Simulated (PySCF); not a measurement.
## Electronic structure of Cr²⁺ (chromium, charge +2) at the UHF level

Configuration: [Ar] 3d4, high-spin 5D determinant. All numbers are calculated (PySCF 2.14, scalar relativity by spin-free X2C-1e, in cc-pVDZ-DK).

```json
{
  "Total energy": "-1048.878981 hartree",
  "One-electron energy": "-1428.5006 hartree",
  "Hartree (Coulomb) energy": "427.3083 hartree",
  "Exchange energy": "-47.6866 hartree",
  "⟨S²⟩": "6.0013",
  "⟨L²⟩": "6.016",
  "Sum of ⟨r⟩": "14.59 bohr",
  "Sum of ⟨r²⟩": "16.26 bohr²",
  "Traceless quadrupole moment −½Σ⟨3z² − r²⟩ along its main axis": "-0.503 e·bohr²",
  "Langevin diamagnetic susceptibility": "-12.9 ×10⁻⁶ cm³/mol",
  "Time after the integrals": "0.1 s of wall time on 1 thread of Intel(R) Xeon(R) 6975P-C (shared host)"
}
```

| shell | electrons | mean orbital energy (hartree) | spread (hartree) | rms radius, mean of both spins (bohr) |
| --- | --- | --- | --- | --- |
| 1s α | 1 | -222.86198 | 0 | 0.0734 |
| 1s β | 1 | -222.86081 | 0 | 0.0734 |
| 2s α | 1 | -27.45366 | 0 | 0.316 |
| 2s β | 1 | -27.35872 | 0 | 0.316 |
| 2p α | 3 | -23.09277 | 0.00146 | 0.287 |
| 2p β | 3 | -22.99651 | 0.02957 | 0.287 |
| 3s α | 1 | -4.32874 | 0 | 0.965 |
| 3s β | 1 | -4.02243 | 0 | 0.965 |
| 3p α | 3 | -3.07458 | 0.04734 | 1.04 |
| 3p β | 3 | -2.70017 | 0.07353 | 1.04 |
| 3d α | 4 | -1.19472 | 0.06301 | 1.34 |

Densities and radii are taken from the X2C orbitals without a picture-change correction, which distorts them close to the nucleus.
